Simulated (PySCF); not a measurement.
CH₇NOSi₂, SMILES C1N[SiH2]O[SiH2]1.

The structure is a stationary point at TPSSh-D3(BJ)/def2-SVP. The structure was generated by enumeration, and PubChem lists no compound with its InChIKey, so it may never have been made. One conformer was computed; it need not be the lowest.

Vertical ionisation energy (IE) and electron affinity (EA) in eV. Rows of orbital energies are one-electron estimates. Where ΔSCF, EOM or ADC give a negative EA the extra electron is unbound and the value depends on the basis.

| level | IE | EA |
|---|---|---|
| −ε(HOMO), −ε(LUMO), M06-2X/def2-TZVP (PySCF) | 8.20 | -0.96 |
| −ε(HOMO), −ε(LUMO), PBE/def2-TZVP (PySCF) | 5.50 | 0.72 |
